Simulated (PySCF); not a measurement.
# Exercise with solution: entropy of an ideal gas

H₂ISi, SMILES [SiH2]I, multiplicity 2.

The structure is a stationary point at B3LYP-D3(BJ)/def2-TZVP. The isomer is the one that the SMILES or the coordinates give; other isomers of the formula were not compared. The def2 effective core potentials stand for the cores of I; spin–orbit coupling is left out.

B3LYP-D3(BJ)/def2-TZVP run with PySCF 2.14.0 gives the harmonic wavenumbers 350, 579, 657, 913, 2173, 2213 cm⁻¹ and the rotational temperatures 6.2180, 0.1598, 0.1576 K. The molar mass is 157.01 g/mol, the symmetry number 1, the spin multiplicity 2.

Question: Work out the entropy at 298.15 K and 1 atm in the rigid-rotor, harmonic-oscillator model.

Answer: 
Translation (Sackur–Tetrode at 1 atm): S = R[1.5 ln M + 2.5 ln T − 1.16487] = 171.8 J/(mol K).
Rotation: q = (√π/σ) T^1.5/√(θA θB θC) = 23100, S = R[ln q + 3/2] = 96.0 J/(mol K).
Vibration: with u = 1.4388 ν/T, each mode gives R[u/(e^u − 1) − ln(1 − e^−u)]:
```json
[
 {"ν (cm⁻¹)": "350", "modes": "1", "u": "1.69", "S (J/(mol K))": "4.88"},
 {"ν (cm⁻¹)": "579", "modes": "1", "u": "2.79", "S (J/(mol K))": "2.04"},
 {"ν (cm⁻¹)": "657", "modes": "1", "u": "3.17", "S (J/(mol K))": "1.51"},
 {"ν (cm⁻¹)": "913", "modes": "1", "u": "4.41", "S (J/(mol K))": "0.55"}
]
```
The stiffer modes add less than 0.005 each. Sum 9.0 J/(mol K).
Spin: R ln 2 = 5.8 J/(mol K).
Total 282.6 J/(mol K); the program's own thermochemistry gives 282.6. Translation makes up 61 % and vibration 3 %. Anharmonicity, hindered rotation and orbital degeneracy are left out.
